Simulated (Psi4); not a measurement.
C4H10BO2 (SMILES CCO[B]OCC), doublet, at a GFN2-xTB geometry. Base run: B3LYP/def2-SV(P) run with Psi4.

Geometry (Å):
```xyz
17

C      3.0430     0.2089    -0.7681
C      2.3249    -0.7435     0.1835
O      1.1032    -0.2209     0.6382
B     -0.0059    -0.0334    -0.1241
O     -1.0472     0.5370     0.5368
C     -2.3165     0.7907    -0.0079
C     -3.0933    -0.4926    -0.2867
H      2.4310     0.3761    -1.6520
H      3.2136     1.1647    -0.2793
H      3.9983    -0.2133    -1.0678
H      2.9369    -0.9134     1.0764
H      2.1613    -1.7098    -0.3149
H     -2.8508     1.3994     0.7301
H     -2.2209     1.3734    -0.9354
H     -2.5583    -1.0945    -1.0185
H     -3.1969    -1.0709     0.6278
H     -4.0812    -0.2545    -0.6714
```
Charge 0, spin multiplicity 2.
Orbitals are unrestricted.
All else is at Psi4's defaults (density fitting).
Base energy -333.49315 Eh.

The base run was repeated with changes; each row names its change, and settings that it needs were set with it.

```csv
change,ΔE vs base (mEh),SCF cycles,grid points,basis functions,outcome
base,0.000,9,362802,118,converged
dft_spherical_points = 434,0.011,9,521055,118,converged
guess = modhuckel,0.000,10,362802,118,converged
e_convergence = 1e-8,0.000,10,362802,118,converged
dft_nuclear_scheme = becke,0.023,9,360183,118,converged
scf_type = pk,0.064,9,362802,118,converged
guess = core,0.000,15,362802,118,converged
d_convergence = 1e-8,0.000,12,362802,118,converged
scf_type = mem_df,0.000,9,362802,118,converged
cholesky_tolerance = 1e-6 (with scf_type cd),-,-,-,118,input refused
df_basis_scf = cc-pvtz-jkfit,-0.045,9,362802,118,converged
dft_radial_scheme = becke,0.000,9,322402,118,converged
df_basis_scf = def2-universal-jkfit,0.000,9,362802,118,converged
```

Open shells are given as the SCF converged; they aren't shown to be the lowest states, and a large step between rows can be another state.

- cholesky_tolerance = 1e-6 (with scf_type cd): ended with `Fatal Error: Not enough memory for CD.`
